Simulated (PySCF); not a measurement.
# How methods differ on the ionisation energy of Pm(36+)

Pm(36+) [Ar] 3d7 [3d3/2^4 3d5/2^3, M_J = 9/2] → Pm(37+) [Ar] 3d6 [3d3/2^4 3d5/2^2, M_J = 4], as a difference of total energies. All numbers are calculated (PySCF 2.14, the two-component X2C-1e Hamiltonian, in an uncontracted even-tempered set (16 s from 7 bohr⁻², ratio 2.8; 12 p from 9 bohr⁻², ratio 2.8; 8 d from 9 bohr⁻², ratio 2.8; 3 f from 33 bohr⁻², ratio 3)). Correlated levels: [Ne] frozen; the 74 highest virtual spinors dropped. "Screened" scales the spin-orbit matrix elements by Boettger's factors to mimic the two-electron term; Breit and QED terms are absent.

```json
{"method": "GHF (spin-free)", "ionisation energy (eV)": "2552.9"}
{"method": "GMP2 (spin-free)", "ionisation energy (eV)": "2553.9"}
{"method": "GHF (screened spin-orbit)", "ionisation energy (eV)": "2550.3"}
{"method": "GMP2 (screened spin-orbit)", "ionisation energy (eV)": "2550.7"}
```

Breit and QED terms and the two-electron picture change are absent.

The spin-free rows relax to the high-spin LS determinant and lack the spin-orbit shift.

The labels give the starting determinants; with spin-orbit coupling the two ends relaxed to ⟨J²⟩ = 24.75, ⟨L²⟩ = 14.96, ⟨S²⟩ = 2.79 and ⟨J²⟩ = 20.02, ⟨L²⟩ = 10.55, ⟨S²⟩ = 3.68.

For comparison: 2549 ± 5 eV (theoretical estimate listed by NIST; NIST Atomic Spectra Database, ionization energies).
